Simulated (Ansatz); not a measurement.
A structure relaxed at PBE0-D4/def2-TZVP, charge 0, multiplicity 1:

| atom | x (Å) | y (Å) | z (Å) |
| --- | --- | --- | --- |
| C1 | -0.226 | -1.796 | 0.187 |
| Sn2 | 0.476 | 0.013 | -0.670 |
| F3 | -0.414 | 0.156 | -2.383 |
| C4 | -0.210 | 1.745 | 0.403 |
| Cl5 | 0.432 | 1.646 | 2.067 |
| H6 | 0.032 | -1.823 | 1.246 |
| H7 | -1.309 | -1.841 | 0.077 |
| H8 | 0.225 | -2.649 | -0.318 |
| H9 | 2.140 | 0.107 | -1.029 |
| H10 | -1.296 | 1.772 | 0.462 |
| H11 | 0.150 | 2.670 | -0.042 |

Question: Give its formula and SMILES.

Answer: C2H6ClFSn, `[CH3][SnH]([F])[CH2]Cl`.

Question: Summarise the bond lengths by kind.

Answer: 2 × C–Sn 2.121 to 2.149 Å; 5 × C–H 1.088 to 1.090 Å; 1 × F–Sn 1.936 Å; 1 × H–Sn 1.705 Å; 1 × C–Cl 1.786 Å.

Computed with Ansatz.
